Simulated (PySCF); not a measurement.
The dipole of `C=C[C@@H](F)[C@@H]1O[C@@H]1F` from its density and from atomic charges.

Coordinates (GFN2-xTB, Å) and charges (e) from the PBE0/pcSseg-1 density (PySCF):

```tsv
atom	x	y	z	Mulliken	IAO	Hirshfeld	ESP-fitted
C1	-2.043	1.226	0.008	-0.1238	-0.3073	-0.0983	-0.3526
C2	-1.080	0.444	0.455	-0.2849	-0.1672	-0.0561	-0.3491
C3	-0.430	-0.644	-0.354	+0.2965	+0.1646	+0.0611	+0.5073
F4	-1.054	-0.792	-1.573	-0.3259	-0.3207	-0.1003	-0.2609
C5	1.034	-0.323	-0.610	-0.0793	+0.0238	+0.0100	-0.2467
O6	1.979	-1.365	-0.500	-0.3692	-0.3781	-0.1477	-0.2468
C7	2.017	-0.406	0.469	+0.4239	+0.3333	+0.1122	+0.2384
F8	1.595	-0.776	1.702	-0.2972	-0.3047	-0.0945	-0.1964
H9	-2.431	1.123	-0.991	+0.1264	+0.1618	+0.0437	+0.1822
H10	-2.484	1.988	0.626	+0.1228	+0.1585	+0.0519	+0.1851
H11	-0.687	0.531	1.458	+0.1295	+0.1586	+0.0452	+0.1821
H12	-0.510	-1.612	0.159	+0.1276	+0.1638	+0.0498	+0.0521
H13	1.204	0.372	-1.427	+0.1366	+0.1586	+0.0559	+0.1866
H14	2.890	0.234	0.546	+0.1170	+0.1551	+0.0667	+0.1188
```

**Question.** Form Σ q r in debye for every column and set it beside the full dipole.

**Answer.** The full density gives (0.45, 2.15, 0.65) D, 2.29 D in size; dipole vectors point from the negative to the positive end.

```tsv
scheme	μx	μy	μz	size (D)	share of the full size (%)	angle to the full dipole (°)
Mulliken	0.39	3.38	1.12	3.58	157	5
IAO	0.95	3.45	1.12	3.75	164	3
Hirshfeld	0.49	1.22	0.43	1.38	60	10
ESP-fitted	0.44	2.15	0.61	2.28	100	1
```

**Question.** Which set comes closest?

**Answer.** Length of the difference vector: ESP-fitted 0.04 D, Hirshfeld 0.96 D, Mulliken 1.32 D, IAO 1.48 D. Closest: ESP-fitted. ESP charges are fitted to the potential around the molecule, whose slowest-falling term is the dipole's. The schemes that divide the density aren't constrained to reproduce the dipole.

**Question.** What is left for the Hirshfeld atoms' own dipoles?

**Answer.** The Hirshfeld atoms' densities add up to the full density, so μ = Σ q r + Σ (atomic dipoles). The atomic dipoles sum to (0.45, 2.15, 0.65) − (0.49, 1.22, 0.43) = (-0.04, 0.93, 0.22) D, 0.96 D in size.

**Question.** With the origin at the mean of the coordinates, (0.000, 0.000, -0.002) Å, which are the largest single terms, by size, of the Hirshfeld dipole along the direction of the full one?

**Answer.** O6 +0.73, F4 +0.67, H10 +0.39, H12 -0.37, C1 -0.35 D; all 14 atoms together +1.36 D. The single terms depend on the origin, their sum doesn't.

**Question.** Give the size of the full dipole in other units.

**Answer.** 2.29 D = 0.900 au = 0.476 e·Å = 7.63 × 10⁻³⁰ C·m.

The structure is a single GFN2-xTB conformer in the gas phase; no vibrational or solvent corrections.

Conformer computed: `[CH2:1]=[CH:2][C@@H:3]([F:4])[C@@H:5]1[O:6][C@@H:7]1[F:8]`: C1–C2–C3–F4 -5°, C2–C3–C5–O6 138°.
